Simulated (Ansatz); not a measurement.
`Sc1ccc(-c2ccc(-c3ccc(S)nc3)nc2)nc1` with charge -1. The state is a doublet with charge -1. Geometry PBE-D4/def2-SVP, that of the neutral singlet; atoms count from 1.

Cartesian coordinates in Å:
```
S 5.355 4.591 1.948
C 4.076 3.527 1.348
C 3.660 3.454 0.004
C 2.636 2.572 -0.347
C 2.031 1.767 0.646
C 0.942 0.810 0.352
C 0.392 0.016 1.381
C -0.633 -0.884 1.094
C -1.113 -0.993 -0.233
C -2.196 -1.925 -0.617
C -2.834 -2.803 0.289
C -3.847 -3.652 -0.154
C -4.207 -3.604 -1.521
S -5.494 -4.670 -2.113
N -3.617 -2.779 -2.401
C -2.647 -1.972 -1.958
N -0.590 -0.232 -1.221
C 0.389 0.626 -0.938
N 2.439 1.843 1.935
C 3.414 2.682 2.273
H 5.654 5.156 0.745
H 4.133 4.083 -0.766
H 2.314 2.516 -1.396
H 0.793 0.133 2.398
H -1.056 -1.497 1.902
H -2.543 -2.831 1.350
H -4.353 -4.340 0.539
H -5.390 -4.204 -3.389
H -2.171 -1.302 -2.693
H 0.761 1.213 -1.796
H 3.705 2.701 3.340
```

Single mean-field runs in def2-TZVP are fitted with def2-universal-jkfit. The highest occupied level of the charge -1 doublet lies above zero (up to 0.23 eV). By energy differences its removal costs 0.97 eV (vertical, to the charge 0 singlet, at PBE0-D4/def2-TZVP); self-interaction error and the lack of diffuse functions both raise the level.

(1) Estimate the Mulliken populations of the heavy atoms from the PBE0/def2-TZVP orbitals of Ansatz.

(2) Where does the spin sit?

(3) And the Mayer bond orders between bonded heavy atoms (over 0.3)?

Results:

(1) 
```csv
atom,charge (e),spin (α − β)
S1,-0.25,0.02
C2,0.15,0.16
C3,-0.22,0.01
C4,-0.24,0.04
C5,0.22,0.06
C6,0.05,0.11
C7,-0.26,0.11
C8,-0.20,-0.03
C9,0.26,0.20
C10,0.04,-0.02
C11,-0.19,0.13
C12,-0.18,-0.07
C13,0.18,0.16
S14,-0.27,0.02
N15,-0.25,-0.05
C16,-0.16,0.09
N17,-0.24,0.01
C18,-0.13,0.02
N19,-0.24,0.11
C20,-0.14,-0.06
```
Mulliken values and Mayer orders depend strongly on the basis.

(2) Summed by element: S 0.03, C 0.91, N 0.07, H -0.02, of 1 unpaired in all. Largest on single atoms: C9 0.20, C13 0.16, C2 0.16.

(3) S1–C2 1.03 (1.77 Å); C2–C3 1.27 (1.41 Å); C2–C20 1.30 (1.42 Å); C3–C4 1.56 (1.40 Å); C4–C5 1.31 (1.41 Å); C5–C6 1.11 (1.48 Å); C5–N19 1.29 (1.35 Å); C6–C7 1.22 (1.41 Å); C6–C18 1.25 (1.41 Å); C7–C8 1.52 (1.39 Å); C8–C9 1.25 (1.42 Å); C9–C10 1.12 (1.48 Å); C9–N17 1.23 (1.35 Å); C10–C11 1.29 (1.41 Å); C10–C16 1.29 (1.42 Å); C11–C12 1.52 (1.39 Å); C12–C13 1.33 (1.41 Å); C13–S14 1.03 (1.77 Å); C13–N15 1.40 (1.34 Å); N15–C16 1.57 (1.34 Å); N17–C18 1.69 (1.33 Å); N19–C20 1.62 (1.33 Å).
